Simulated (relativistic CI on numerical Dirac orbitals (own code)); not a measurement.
## Ir5+ (5d4) in a crystal field

Calculated by Dirac-Coulomb-Breit CI, KLI orbitals optimised for each configuration, QED by a radiative potential, valence Slater integrals scaled by 0.65, one configuration in a parametric crystal field (own radial code).

Field parameters in Wybourne normalisation: Oh B⁴₀ = 21Dq, B⁴₄ = √(5/14) B⁴₀. The field is a parameter set, without covalency.

S and J are read from ⟨S²⟩ = S(S + 1) and ⟨J²⟩ = J(J + 1) of each level; they are not fictitious spins.

Oh, 10Dq = 10000 cm⁻¹, the lowest 10 levels:

| E (cm⁻¹) | Degeneracy | Irrep | S | J |
| --- | --- | --- | --- | --- |
| 0.0 | 1 | A1 | 1.42 | 1.63 |
| 6598 | 3 | T1 | 1.70 | 2.12 |
| 10155 | 2 | E | 1.77 | 2.48 |
| 11140 | 3 | T2 | 1.72 | 3.08 |
| 12829 | 1 | A2 | 1.90 | 3.01 |
| 14122 | 3 | T2 | 1.20 | 3.47 |
| 15353 | 2 | E | 1.12 | 3.79 |
| 15835 | 1 | A1 | 1.41 | 3.42 |
| 16021 | 3 | T1 | 1.34 | 3.48 |
| 18787 | 3 | T1 | 1.34 | 3.83 |

Oh, 10Dq = 41950 cm⁻¹, the lowest 10 levels:

```
E (cm⁻¹)  Degeneracy  Irrep     S     J
     0.0           1     A1  0.99  3.78
    5649           3     T1  1.05  3.94
    8830           3     T2  0.85  3.98
    9100           2      E  0.91  3.67
   18379           3     T2  0.43  4.29
   18691           2      E  0.37  4.42
   29699           1     A1  0.32  3.83
   34845           1     A2  1.95  3.01
   34903           3     T2  1.93  2.92
   34995           2      E  1.91  2.92
```

Oh, 10Dq = 33950 cm⁻¹, the lowest 16 levels:

```
E (cm⁻¹)  Degeneracy  Irrep     S     J
     0.0           1     A1  1.02  3.60
    5972           3     T1  1.08  3.84
    9218           3     T2  0.85  3.98
    9466           2      E  0.94  3.61
   18738           3     T2  0.50  4.30
   19061           2      E  0.44  4.46
   27782           1     A2  1.94  3.01
   27927           3     T2  1.91  2.92
   28129           2      E  1.87  2.95
   28146           3     T1  1.86  2.86
   28249           1     A1  1.79  2.83
   29450           1     A1  0.56  3.97
   37192           3     T1  0.97  4.51
   39593           1     A1  1.06  4.20
   40118           3     T1  1.12  3.97
   40834           2      E  1.06  4.00
```

Oh, 10Dq = 25950 cm⁻¹, the lowest 10 levels:

| E (cm⁻¹) | Degeneracy | Irrep | S | J |
| --- | --- | --- | --- | --- |
| 0.0 | 1 | A1 | 1.09 | 3.27 |
| 6390 | 3 | T1 | 1.17 | 3.63 |
| 9834 | 3 | T2 | 0.89 | 3.97 |
| 9981 | 2 | E | 1.02 | 3.49 |
| 18983 | 3 | T2 | 0.89 | 4.08 |
| 19123 | 2 | E | 0.92 | 4.26 |
| 21288 | 1 | A2 | 1.94 | 3.01 |
| 21914 | 3 | T2 | 1.71 | 3.22 |
| 22051 | 3 | T1 | 1.78 | 2.94 |
| 22267 | 1 | A1 | 1.78 | 2.94 |

Oh, 10Dq = 18000 cm⁻¹, the lowest 10 levels:

```tsv
E (cm⁻¹)	Degeneracy	Irrep	S	J
0.0	1	A1	1.22	2.68
6748	3	T1	1.39	3.13
10481	2	E	1.32	3.13
10754	3	T2	1.06	3.86
15953	3	T2	1.70	3.02
15964	1	A2	1.92	3.01
16446	2	E	1.48	3.51
17724	3	T1	1.57	3.20
17791	1	A1	1.65	3.09
20862	3	T2	0.85	4.29
```

Levels of this model without a field, named by their leading LS term (the scale mimics covalency, so terms lie below those of the real free ion): 5D_0 0, 5D_1 6265, 5D_2 10851, 5D_3 13845, 5D_4 14713, 5D_0 20591, 3H_4 21666, 3G_3 24753 cm⁻¹.
